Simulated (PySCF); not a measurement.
C₂H₉PSi. Atoms are numbered in the order given.

```xyz
13

Si    -0.3870     0.3856     0.2595
C      0.0079     1.7975    -0.9191
C     -1.8963    -0.5743    -0.3208
P      1.3260    -1.0910     0.4847
H     -0.6361     0.9359     1.6309
H      0.2173     1.4132    -1.9297
H      0.8891     2.3631    -0.5799
H     -0.8412     2.4966    -0.9877
H     -2.1371    -1.3906     0.3770
H     -1.7211    -1.0152    -1.3148
H     -2.7748     0.0863    -0.3926
H      1.5460    -1.1870    -0.9259
H      2.3164    -0.0744     0.6571
```
Charge 0, spin multiplicity 1.

Coordinates come from a PBE0-D3(BJ)/def2-SVP optimisation. Other conformers were not sampled.

Level of theory: PBE0-D3(BJ)/def2-SVP (PySCF 2.14.0).

Frequencies are harmonic and unscaled.

```
mode  ν (cm⁻¹)  IR (km/mol)  moving atoms (share of kinetic energy)
----  --------  -----------  --------------------------------------
1          129          2.1                                  H 88 %
2          159          1.1                          H 69 %, C 18 %
3          165          1.6          H 64 %, C 17 %, P 11 %, Si 8 %
4          170          1.6                                  H 84 %
5          190          1.6          H 46 %, C 32 %, P 14 %, Si 8 %
6          216          2.6                 H 36 %, Si 33 %, C 29 %
7          433          5.4                 P 46 %, Si 36 %, H 11 %
8          576         23.5                                  H 96 %
9          602         12.9                                  H 95 %
10         638          1.1                                  H 91 %
11         663         12.9                 C 53 %, H 26 %, Si 20 %
12         708          7.6                 H 46 %, C 38 %, Si 16 %
13         774         11.8                 H 70 %, C 14 %, Si 13 %
14         797         11.3                 H 72 %, Si 14 %, C 13 %
15         856         59.8                 H 66 %, C 23 %, Si 11 %
16         882        178.7                 H 75 %, C 14 %, Si 11 %
17         898         92.1                  H 80 %, C 11 %, Si 9 %
18        1086         17.7                                  H 97 %
19        1258         33.0                          H 78 %, C 22 %
20        1264         13.5                          H 79 %, C 21 %
21        1424          0.2                                  H 95 %
22        1425          3.7                                  H 96 %
23        1432          6.5                                  H 96 %
24        1437          8.3                                  H 96 %
25        2207        122.6                                  H 97 %
26        2392         39.1                                  H 97 %
27        2409         53.4                                  H 97 %
28        3053          3.3                                  H 97 %
29        3056          2.8                                  H 97 %
30        3156          2.5                           H 91 %, C 9 %
31        3159          3.5                           H 91 %, C 9 %
32        3166          2.4                           H 91 %, C 9 %
33        3168          1.5                           H 91 %, C 9 %
```
